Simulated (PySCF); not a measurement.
C3H5NSSi.
Structure used (PBE0-D3(BJ)/def2-SVP), in Å, numbered top down from 1:
```xyz
11
C3H5NSSi angstrom
N     -2.424    0.584    1.359
C     -1.677   -0.277    0.803
C     -0.316   -0.061    0.290
C      0.501   -0.952   -0.322
Si     1.888    0.248   -0.577
S      0.461    1.562    0.433
H     -1.938    1.490    1.412
H     -2.055   -1.305    0.672
H      0.249   -1.995   -0.524
H      3.149    0.028    0.186
H      2.197    0.662   -1.974
```

Computed, not measured: PySCF, PBE0-D3(BJ)/def2-SVP geometry optimisation, gas phase.

Masses are those of the commonest isotopes; rigid-rotor values at the optimised geometry. The values belong to one conformer with, in the numbering `[H]/[N:1]=[CH:2]\[C:3]1=[CH:4][SiH2:5][S:6]1`, N1–C2–C3–C4 -179°.

Q: What are A, B and C (MHz)?

A: Ia = 93.29, Ib = 293.26, Ic = 380.52 u·Å²; 505379 MHz·u·Å²/I gives A = 5417, B = 1723, C = 1328 MHz.

Q: Classify the top.

A: An asymmetric top. Ray's parameter κ = (2B − A − C)/(A − C) = -0.807; −1 is the prolate and +1 the oblate limit.

Q: Is it planar, by Δ = Ic − Ia − Ib?

A: Not planar: Δ = Ic − Ia − Ib = -6.03 u·Å². For a rigid frame Δ = −2 Σ m c², so Σ m c² = 3.01 u·Å² lies off the ab plane: 3.01 from hydrogen and 0.01 from heavier atoms. The atom farthest from that plane is 1.24 Å away.

Q: Where do the levels up to J = 4 lie, in cm⁻¹?

A: Above 0(0,0):
J = 1: 1(0,1) 0.1018, 1(1,1) 0.2250, 1(1,0) 0.2382
J = 2: 2(0,2) 0.3043, 2(1,2) 0.4154, 2(1,1) 0.4549, 2(2,1) 0.8246, 2(2,0) 0.8256
J = 3: 3(0,3) 0.6057, 3(1,3) 0.7004, 3(1,2) 0.7794, 3(2,2) 1.1300, 3(2,1) 1.1349, 3(3,1) 1.7796, 3(3,0) 1.7797
J = 4: 4(0,4) 1.0032, 4(1,4) 1.0793, 4(1,3) 1.2108, 4(2,3) 1.5363, 4(2,2) 1.5510, 4(3,2) 2.1886, 4(3,1) 2.1890, 4(4,1) 3.0956, 4(4,0) 3.0957
Those of J = 1 are B + C, A + C and A + B.

Q: Predict some low-J microwave lines.

A: The dipole components are |μa| = 2.73 D, |μb| = 1.38 D, |μc| = 0.00 D; the mirror of this Cs structure is the ab plane, so μc vanishes by symmetry and there are no c-type lines. The squared components, which scale the intensities, stand as 1.00 : 0.25 (a : b). Some of the stronger lines:

| type | branch | J(Ka,Kc) | MHz | lower level (cm⁻¹) |
| --- | --- | --- | --- | --- |
| b | R | 4(1,3) ← 3(2,2) | 2422 | 1.130 |
| b | Q | 1(1,0) ← 1(0,1) | 4089 | 0.102 |
| b | R | 5(1,4) ← 4(2,3) | 6338 | 1.536 |
| b | Q | 5(1,4) ← 5(0,5) | 7618 | 1.494 |
| b | R | 4(0,4) ← 3(1,3) | 9078 | 0.700 |
| b | R | 2(1,2) ← 1(0,1) | 9402 | 0.102 |
| a | R | 4(2,3) ← 3(2,2) | 12182 | 1.130 |
| a | R | 5(1,5) ← 4(1,4) | 14152 | 1.079 |
| a | R | 5(0,5) ← 4(0,4) | 14702 | 1.003 |
| a | R | 5(1,4) ← 4(1,3) | 16098 | 1.211 |
| b | R | 3(3,1) ← 2(2,0) | 28601 | 0.826 |
| b | R | 5(3,2) ← 4(2,3) | 34942 | 1.536 |
| b | Q | 5(5,1) ← 5(4,2) | 34964 | 3.607 |
| b | R | 4(4,0) ← 3(3,1) | 39453 | 1.780 |
| b | R | 5(4,2) ← 4(3,1) | 42505 | 2.189 |
| b | R | 5(5,1) ← 4(4,0) | 50287 | 3.096 |

Q: Estimate the classical rotational partition function at 100 K, 200 K and 500 K.

A: Point group Cs, symmetry number σ = 1; q = (√π/σ)·√((kT/h)³/(ABC)), k/h = 20836.6 MHz/K: 47900 at 100 K, 135000 at 200 K, 535000 at 500 K.

Not checked by PBE0-D3(BJ)/def2-SVP frequencies. Constants of a rigid frame at the computed geometry: no zero-point averaging, no centrifugal distortion. Quadrupole hyperfine structure (14N) is left out.

Time: 74 s; peak memory 0.48 GiB. Hardware: one thread, Arm Neoverse V1 (aarch64), no GPU, shared host with 32 logical CPUs at a one-minute load of 27. That covers the optimisation of the geometry.
